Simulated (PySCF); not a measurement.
Compounds:

A. SMILES COc1ccco1
B. `O=C(F)/C(=C/[SiH3])C(F)(F)F`
C. SMILES C(C1=C(C#C)P=C(C)O1)C

Spectrum 1. ¹³C{¹H} NMR (computed): δ 164.0 (CH), 157.8 (C), 141.8 (C), 131.9 (C).

Spectrum 2. ¹³C{¹H} NMR (computed): δ 203.0 (C), 178.3 (C), 123.0 (C), 94.5 (CH), 81.7 (C), 27.8 (CH2), 21.3 (CH3), 16.2 (CH3).

Spectrum 3. ¹³C{¹H} NMR (computed): δ 168.1 (C), 135.1 (CH), 119.4 (CH), 88.2 (CH), 56.1 (CH3).

Level of theory: PBE0/pcSseg-1 with gauge-including orbitals, GFN2-xTB geometry, in PySCF 2.14 (non-relativistic Hamiltonian, gas phase, a single conformation, fast rotation and ring inversion assumed for equivalent nuclei).

Chemical shifts δ = σref − σ; ¹³C (σref 186.93) vs TMS, all at this level. Splittings of carbon signals by F and P are missing where no couplings were computed. Shifts are as computed. Against solution values, carbons near 30 ppm lie about +3 ppm off and those near 130 ppm about +5 ppm. Of 1211 compounds with measured shifts, 218 miss one by over three times the rms of a fit or turn the order of signals round; such compounds aren't used in these exercises.

Which spectrum belongs to which compound?

## Answers

1–B, 2–C, 3–A.

- Spectrum 1 (B): 4 ¹³C signals; δC 164.0 is a β carbon of a C=C–C=O unit; δC 141.8 is an α carbon of a C=C–C=O unit.
- Spectrum 2 (C): 8 ¹³C signals; δC 94.5 is a terminal alkyne carbon; δC 81.7 is an alkyne carbon.
- Spectrum 3 (A): 5 ¹³C signals; δC 168.1 is an aromatic carbon bearing oxygen; δC 88.2 is an aromatic CH.
